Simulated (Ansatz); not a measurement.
C$_{2}$H$_{5}$AlClN. Total charge 0; spin multiplicity 1. The bonds changed during the relaxation, so this is another structure than the one it started from. The structure was optimised at the PBE0-D4/def2-TZVP level. It is one conformer, not always the lowest.

```xyz
10

C    -0.499    0.383   -1.491
C    -0.040    0.139   -0.111
N     0.907   -0.671    0.225
Al    0.189    0.070    1.824
Cl   -1.110   -1.199    2.909
H     0.069   -0.183   -2.238
H    -0.434    1.452   -1.714
H    -1.559    0.124   -1.566
H     1.423   -1.225   -0.462
H     1.055    1.110    2.624
```

Question: What is the dipole moment at ωB97M-V/def2-TZVPP? (Estimate.)

Answer: Ansatz gave: 4.61 D, with components (1.03, 0.36, -4.48) D in this frame, pointing from negative to positive charge.

Question: And with PBE, r2SCAN, B3LYP? (Estimate.)

Answer: The calculation gave: PBE 4.59 D, r2SCAN 4.68 D, B3LYP 4.59 D.

Question: Give the Mulliken charges with ωB97M-V, B3LYP, PBE in def2-TZVPP. (An estimate is asked.)

Answer: The calculation gave: 
| atom | ωB97M-V | B3LYP | PBE |
| --- | --- | --- | --- |
| C1 | -0.27 | -0.21 | -0.20 |
| C2 | -0.02 | -0.02 | -0.04 |
| N3 | -0.18 | -0.20 | -0.15 |
| Al4 | 0.45 | 0.51 | 0.41 |
| Cl5 | -0.28 | -0.31 | -0.28 |
| H6 | 0.08 | 0.07 | 0.06 |
| H7 | 0.12 | 0.10 | 0.11 |
| H8 | 0.12 | 0.11 | 0.11 |
| H9 | 0.10 | 0.12 | 0.13 |
| H10 | -0.13 | -0.16 | -0.14 |

B3LYP here is the variant with VWN-RPA as its local correlation; programs differ in this.
